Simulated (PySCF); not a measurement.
Polarisability and C₆ of Xe (xenon, neutral)

[Xe], closed-shell 1S. Computed with PySCF 2.14 in dyall-av2z, with no relativity, point nucleus. Coupled (time-dependent) response in atomic units; α is the mean over directions. A double-zeta set is small for polarisabilities.

```json
{"method": "HSE06", "mean α (bohr³)": "26.14", "C₆ (like pair)": "275.6", "S(−4)": "104.2"}
```

S(−4) is the Cauchy moment in α(ω) = α(0) + S(−4) ω² + …

Reference α: 27.32 ± 0.2 bohr³ (recommended; Schwerdtfeger and Nagle, table of static dipole polarizabilities (2023 update)). Published C₆: 302.0 (Gould and Bucko (2016)).

α(iu) at HSE06:

```json
{"u (hartree)": "0", "α(iu) (bohr³)": "26.14"}
{"u (hartree)": "0.0500", "α(iu) (bohr³)": "25.88"}
{"u (hartree)": "0.100", "α(iu) (bohr³)": "25.15"}
{"u (hartree)": "0.200", "α(iu) (bohr³)": "22.67"}
{"u (hartree)": "0.300", "α(iu) (bohr³)": "19.60"}
{"u (hartree)": "0.500", "α(iu) (bohr³)": "13.93"}
{"u (hartree)": "0.750", "α(iu) (bohr³)": "9.070"}
{"u (hartree)": "1.00", "α(iu) (bohr³)": "6.164"}
{"u (hartree)": "1.50", "α(iu) (bohr³)": "3.273"}
{"u (hartree)": "2.00", "α(iu) (bohr³)": "2.002"}
{"u (hartree)": "3.00", "α(iu) (bohr³)": "0.9704"}
{"u (hartree)": "5.00", "α(iu) (bohr³)": "0.3831"}
```

A non-relativistic calculation at this Z misses sizeable relativistic shifts.
